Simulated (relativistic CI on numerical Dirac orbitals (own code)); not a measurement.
## What each ingredient does to the levels of Pb XLV

Base calculation: Dirac-Coulomb-Breit CI, KLI orbitals optimised for each configuration, QED by a radiative potential, unscaled Slater integrals.

Configuration list (outside the closed core [Ar] 3d10): 4s2.4p6.4d2, 4s2.4p6.4d.4f, 4s2.4p5.4d3, 4s.4p6.4d3, 4s2.4p5.4d2.4f, 4s.4p6.4d2.4f, 4s2.4p6.4d.5s, 4s2.4p6.4f.5s, 4s2.4p6.4d.5p, 4s2.4p6.4d.5d, 4p6.4d3.4f, 4s2.4p5.4d2.5s, 4s2.4p6.4d.5f, 4s.4p6.4d.4f.5s, 4s2.4p6.4d.5g, 4s2.4p6.5s.5p, 4s2.4p5.4d2.5d, 4s.4p6.4d2.5s, 4s2.4p6.4d.6s, 4s2.4p6.4d.6d, 4s2.4p6.4f2, 4s2.4p5.4f3, 4s.4p6.4f3, 4p6.4d4, 4p5.4d5, 4p5.4d4.4f, 4s2.4p6.4f.5p, 4s2.4p5.4f2.5p, 4s.4p6.4f2.5p, 4s2.4p6.5s2, 4s2.4p5.4f.5s2, 4s.4p6.4f.5s2, 4s2.4p6.5p2, 4s2.4p5.4f.5p2, 4s.4p6.4f.5p2, 4p6.4d3.5s, 4p5.4d4.5s, 4p5.4d3.4f.5s, 4s.4p6.4d.5s2, 4s.4p5.4d.4f.5s2, 4p6.4d.4f.5s2. Double excitations out of closed p, d and f shells are left out; levels of such configurations are missing from the list, as are those of other unlisted configurations, and high levels can miss mixing partners. These lack a partner that the ground configuration has and come out too high: 4s2.4p5.4d2.5s, 4s2.4p5.4d2.5d, 4s.4p6.4d2.5s.

Variants: (1) P86 correlation estimate; (2) configuration mixing switched off; (3) one mean potential for all configurations. Shifts of the energy above 4s2.4p6.4d2 3F_2, in cm⁻¹, for the lowest level and the first level of each name with at least 55 % of one term (blank where a level changes its place among those of its configuration and J or its character, or is not in the variant):

```
            Level     Base   Δ(1)    Δ(2)  Δ(3)
 4s2.4p6.4d2 3F_2        0      0       0     0
 4s2.4p6.4d2 3P_0    83467     -8   +1697   +10
 4s2.4p6.4d2 3F_3   250470     +5    -228   +12
 4s2.4p6.4d2 3P_1   301424     +3   +2860   +18
 4s2.4p6.4d2 1G_4   301793     +9   +1847   +12
 4s2.4p6.4d2 3F_4   531840     +9    +888   +24
 4s2.4p6.4d2 1S_0   655229    -40   -1497   +37
4s2.4p5.4d3 3P°_1  2057008  +1782          -259
4s2.4p5.4d3 3I°_7  2063123  +1661  -23099  -246
```

At this charge energies of transitions that change n are usually good to better than 1 %, and those within a shell (Δn = 0) to a few per cent.

Ionisation energy from the two ground configurations alone: base 2230.13 eV; P86 correlation estimate 2232.13 eV. The NIST ASD value (theoretical) is 2230 eV.

LS names give the leading component of a level, which can be under half, so a name can repeat, a term be missing and a line seem to break the LS rules.
